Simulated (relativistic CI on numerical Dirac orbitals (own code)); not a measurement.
# Electric-dipole transitions in W⁴⁸⁺

These numbers are calculated, not measured: Dirac-Coulomb-Breit CI, separate exchange-only KLI orbitals for each configuration, model QED (radiative potential, 1s self-energy scaled to tabulated hydrogen-like ionisation energies), unscaled Slater integrals (own radial code, finite nucleus).

Configurations in the expansion (outside the closed core [Ne]): 3s²3p⁶3d⁸, 3s²3p⁵3d⁹, 3s²3p⁴3d¹⁰, 3s3p⁶3d⁹, 3p⁶3d¹⁰, 3s3p⁵3d¹⁰, 3s²3p⁶3d⁷4s, 3s²3p⁶3d⁷4p, 3s²3p⁴3d⁹4s, 3s²3p⁶3d⁷4d, 3s²3p⁴3d⁹4p, 3s²3p⁵3d⁸4s, 3s²3p⁶3d⁷4f, 3s²3p⁴3d⁹4d, 3s3p⁵3d⁹4s, 3s²3p⁵3d⁸4p. Levels of other configurations are missing.

```csv
λ vac (nm),Lower,Upper,A (s⁻¹),gf,Branching (%)
0.66383,3s²3p⁶3d⁸ ³F4 [1],3s²3p⁶3d⁷4p ³F°4 [98],1.17e+13,6.98e-01,96.5
0.67509,3s²3p⁶3d⁸ ³F4 [1],3s²3p⁶3d⁷4p ³G°5 [88],8.04e+12,6.04e-01,99.1
1.7653,3s²3p⁶3d⁸ ³F2 [8],3s²3p⁵3d⁹ ³D°1 [21],5.37e+12,7.52e-01,74.2
1.7819,3s²3p⁵3d⁹ ³F°3 [17],3s²3p⁴3d¹⁰ ¹D2 [29],5.27e+12,1.26e+00,56.5
1.8096,3s²3p⁶3d⁸ ¹G4 [7],3s²3p⁵3d⁹ ¹F°3 [19],4.89e+12,1.68e+00,71.1
1.8491,3s²3p⁶3d⁸ ³F2 [8],3s²3p⁵3d⁹ ³F°2 [20],2.86e+12,7.32e-01,99.1
2.2071,3s²3p⁵3d⁹ ³F°4 [10],3s3p⁶3d⁹ ³D3 [24],3.10e+12,1.58e+00,65.0
2.7359,3s²3p⁶3d⁸ ³F4 [1],3s²3p⁵3d⁹ ³D°3 [12],2.08e+12,1.64e+00,90.8
2.7652,3s²3p⁵3d⁹ ¹F°3 [19],3s²3p⁴3d¹⁰ ¹D2 [29],2.21e+12,1.27e+00,23.7
2.7973,3s²3p⁶3d⁸ ³F3 [4],3s²3p⁵3d⁹ ³D°2 [14],1.21e+12,7.09e-01,73.6
2.8324,3s²3p⁶3d⁸ ¹G4 [7],3s²3p⁵3d⁹ ³F°3 [17],1.18e+12,9.94e-01,74.1
2.8574,3s²3p⁵3d⁹ ³D°3 [12],3s²3p⁴3d¹⁰ ³P2 [22],1.82e+12,1.11e+00,57.3
2.8949,3s²3p⁶3d⁸ ¹D2 [2],3s²3p⁵3d⁹ ¹D°2 [11],1.10e+12,6.91e-01,94.3
2.8995,3s²3p⁶3d⁸ ³F4 [1],3s²3p⁵3d⁹ ³F°4 [10],5.09e+11,5.78e-01,89.2
4.9528,3s²3p⁶3d⁷4p ³G°5 [58],3s²3p⁶3d⁷4d ³H6 [165],7.49e+11,3.58e+00,96.1
6.0498,3s²3p⁶3d⁷4s ³D3 [37],3s²3p⁶3d⁷4p ³F°4 [105],4.20e+11,2.08e+00,34.4
6.0572,3s²3p⁶3d⁷4s ⁵F5 [33],3s²3p⁶3d⁷4p ⁵G°6 [93],4.29e+11,3.07e+00,100.0
6.0621,3s²3p⁶3d⁷4s ⁵F4 [39],3s²3p⁶3d⁷4p ⁵G°5 [120],4.23e+11,2.56e+00,56.8
6.0817,3s²3p⁶3d⁷4s ⁵F5 [41],3s²3p⁶3d⁷4p ⁵G°6 [125],4.19e+11,3.02e+00,98.6
6.1201,3s²3p⁶3d⁷4s ³H6 [49],3s²3p⁶3d⁷4p ³I°7 [134],4.20e+11,3.53e+00,100.0
```

Terms are leading LS components. Brackets give the number of a level in order of energy, since labels repeat. The list gives strong lines, with weight on those to low levels, without lines whose two gauges differ by over a factor of 2.5, among the lowest 200 of 1397 levels, so that lines to higher ones, which can be the strongest, are missing. Levels whose partners in the same complex of configurations lie outside the list can be far off, and so can their lines. Rates are taken at the computed energies, electric ones in the length gauge.

At this charge energies of transitions that change n are usually good to better than 1 %, and those within a shell (Δn = 0) to a few per cent.

LS names give the leading component of a level, which can be under half, so a name can repeat, a term be missing and a line seem to break the LS rules.
